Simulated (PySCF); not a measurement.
C4H6OSe, SMILES O1C(=C)[C@@H](C1)[SeH]. Atoms are numbered in the order given.

```xyz
12

C      2.4791     0.0547     0.0415
C      1.3648    -0.6648    -0.0521
O      1.1103    -1.9220     0.4244
C     -0.2572    -1.8642    -0.0132
C     -0.0144    -0.4769    -0.6290
Se    -0.9580     1.0716     0.0822
H      2.5097     1.0553    -0.3897
H      3.3597    -0.3429     0.5477
H     -0.4941    -2.6719    -0.7238
H     -0.9576    -1.8827     0.8357
H     -0.0446    -0.4438    -1.7265
H     -2.1167     0.9365    -0.8170
```
Charge 0, spin multiplicity 1.

Coordinates come from a PBE0-D3(BJ)/def2-SVP optimisation. The structure was generated by enumeration; whether it is a known compound was not checked. The values are those of a single conformer.

Vertical ionisation energy (IE) and electron affinity (EA) in eV. Rows of orbital energies are one-electron estimates. Where ΔSCF, EOM or ADC give a negative EA the extra electron is unbound and the value depends on the basis.

```csv
level,IE,EA
"−ε(HOMO), −ε(LUMO), CAM-B3LYP/def2-TZVP (PySCF)",7.97,-0.83
"−ε(HOMO), −ε(LUMO), PBE/def2-TZVP (PySCF)",5.47,1.18
```
